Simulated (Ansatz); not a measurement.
Input and output for the cluster Ag₄.

```yaml
crystal:
  periodic: [false, false, false]
  atoms:
    - {symbol: Ag, position_ang: [-1.843931, -0.310876, 1.528522]}
    - {symbol: Ag, position_ang: [0.552597, 0.844035, 0.838533]}
    - {symbol: Ag, position_ang: [1.843269, 0.311857, -1.529112]}
    - {symbol: Ag, position_ang: [-0.551945, -0.845016, -0.837944]}
basis:
  gaussian: {orbitals: STO-3G}
hamiltonian: {xc: {name: wB97X-V}}
scf: {omitted_lower_state_checks: [starts]}
output: {forces: true}
```

```sh
$ ansatz run in.yaml --threads 4 --pin off --events-out ev --progress --plain --max-ram 3916MiB
```

Shortened log:

```
Functional definition: wB97X-V
1334 factors; integrals over basis functions are off by at most 9.4e-4 eV
184 factors; integrals over basis functions are off by at most 1.7e-5 eV
mean field evaluation 1: about -560356.0537 eV, gradient 2.6e1 eV
mean field evaluation 2: about -560359.5939 eV, gradient 2.8e1 eV
mean field evaluation 4: about -560362.1105 eV, gradient 4.7e0 eV
mean field evaluation 8: about -560362.3609 eV, gradient 4.5e-1 eV
mean field evaluation 16: about -560362.3860 eV, gradient 3.3e-2 eV
mean field evaluation 32: about -560362.3861 eV, gradient 2.6e-4 eV
mean field -560362.38611909 eV, -20592.9378626093 hartree, gradient 6.4e-6 eV, S^2 0.000000; 0 other end points of the search recorded, 0 dependent functions left out
reference -560362.38611758 eV, -20592.9378625537 hartree; 94, 94 occupied and 14, 14 virtual orbitals, 1334 factors
Total energy: -560362.38611758 eV, -20592.9378625537 hartree
Atom 0 at    -1.843931    -0.310876     1.528522 Å, force     6.270996     1.055646    -5.195590 eV/Å
Atom 1 at     0.552597     0.844035     0.838533 Å, force    -3.708910    -5.663219    -5.625558 eV/Å
Atom 2 at     1.843269     0.311857    -1.529112 Å, force    -6.266397    -1.062611     5.199723 eV/Å
Atom 3 at    -0.551945    -0.845016    -0.837944 Å, force     3.704312     5.670184     5.621425 eV/Å
Dipole moment:    -0.000008     0.000022    -0.000002 e Å
Checks for a lower state left out: starts
```

It took 15 s on 4 threads of INTEL XEON PLATINUM 8581C on a shared host, peak host memory 0.78 GiB.
